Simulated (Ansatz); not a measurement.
A CCSD(T) single point on tin tetrachloride (`[Cl][Sn]([Cl])([Cl])[Cl]`).

```yaml
crystal:
  periodic: [false, false, false]
  atoms:
    - {symbol: Cl, position_ang: [-1.086114, -0.176429, 1.993040]}
    - {symbol: Sn, position_ang: [0.009980, -0.014739, -0.008280]}
    - {symbol: Cl, position_ang: [1.909029, -1.288394, 0.057374]}
    - {symbol: Cl, position_ang: [-1.352422, -0.763152, -1.686551]}
    - {symbol: Cl, position_ang: [0.569429, 2.169016, -0.396983]}
basis:
  gaussian: {orbitals: def2-QZVPP}
correlation: {method: ccsd_t}
```

```sh
$ ansatz run in.yaml --threads 2 --pin off --events-out ev --progress --plain --max-ram 32768MiB --backend cuda --devices 0, --max-vram 18GiB
```

The program prints (abridged):

```
Functional definition: HF
2178 factors; integrals over basis functions are off by at most 1.0e-3 eV
mean field evaluation 1: about -55826.2684 eV, gradient 2.6e1 eV
mean field evaluation 2: about -55826.4004 eV, gradient 2.6e1 eV
mean field evaluation 4: about -55828.2356 eV, gradient 1.9e0 eV
mean field evaluation 8: about -55828.2604 eV, gradient 1.6e-1 eV
mean field -55828.26056054 eV, -2051.6507338458 hartree, gradient 1.8e-6 eV, S^2 0.000000; 0 other end points of the search recorded, 0 dependent functions left out
24 core orbitals not correlated: weight in the atoms' cores, before any rotation towards them, 1.000 or more for the frozen orbitals, at most 0.000 for the correlated occupied ones
reference -55828.26056054 eV, -2051.6507338458 hartree; 21, 21 occupied and 317, 317 virtual orbitals, 2178 factors
second order -36.71879862 eV of doubles, -0.00000000 eV of singles
cycle   1  -36.39910506 eV  change    3.2e-1 eV  update   1.2e-1
cycle   2  -37.08544730 eV  change   -6.9e-1 eV  update   3.3e-2
cycle   3  -37.24178453 eV  change   -1.6e-1 eV  update   1.6e-2
cycle   4  -37.21216732 eV  change    3.0e-2 eV  update   3.7e-3
cycle   5  -37.21028780 eV  change    1.9e-3 eV  update   1.4e-3
cycle   6  -37.21076440 eV  change   -4.8e-4 eV  update   3.5e-4
cycle   7  -37.21049688 eV  change    2.7e-4 eV  update   1.2e-4
cycle   8  -37.21047659 eV  change    2.0e-5 eV  update   2.6e-5
perturbative correction -1.57223840 eV, -0.0577786955 hartree
Total energy: -55867.04327554 eV, -2053.0759723339 hartree
```

Hardware: 2 threads of an AMD EPYC 7R13 on a shared host and a share of an NVIDIA H100 80 GB. Wall time 19 s, peak host memory 0.9 GiB.

MP2 recovers 94.7 % of the CCSD(T) correlation energy and the triples give 4.1 %; T1 = 0.0103.
